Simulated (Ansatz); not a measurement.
Stepwise reaction of `C[CH2][Ge][CH2]C` with water, as a gas-phase model of exchange steps in deposition or etching. ΔE in kJ/mol; ΔG adds harmonic PBE0-D4 terms to CCSD(T)/CBS, at 1 bar.

Program: Ansatz. Geometries: PBE0-D4/def2-TZVP. ΔE: electronic, gas phase. CCSD(T)/CBS is the MP2 limit (def2-TZVPP, def2-QZVPP) plus CCSD(T) − MP2 in def2-TZVPP, frozen cores. This one scheme is used for every species. Functionals use def2-TZVPP. B3LYP here is the variant with VWN-RPA as its local correlation; programs differ in this. For Ge outer-core shells are correlated without core-valence functions, which leaves a few kJ/mol of doubt a bond. Scalar relativity is left out up to krypton. Each species was taken in one conformer, which may not be the lowest.

```tsv
step	reaction	PBE-D4	B3LYP-D4	ωB97M-V	CCSD(T)/CBS	ΔG(400 K)
1	`C[CH2][Ge][CH2]C` + H₂O → `C[CH2][Ge][OH]` + `CC`	-118.5	-121.6	-118.6	-108.5	-101.7
2	`C[CH2][Ge][OH]` + H₂O → `[OH][Ge][OH]` + `CC`	-113.5	-121.2	-119.1	-109.5	-105.0
```

Problem. By hand: ΔE of the 2 steps together at CCSD(T)/CBS.

Solution. (-108.5) + (-109.5) = -218.0 kJ/mol, or -109.0 kJ/mol a step.

In ΔE the steps differ by no more than 1.0 kJ/mol. All are downhill at CCSD(T)/CBS. ΔG lies between -105.0 and -101.7 kJ/mol a step. PBE-D4 differs from CCSD(T)/CBS by -10.0 to -4.0 kJ/mol a step. Isolated molecules leave out the surface, adducts and barriers. Largest T1 diagnostic: 0.015.
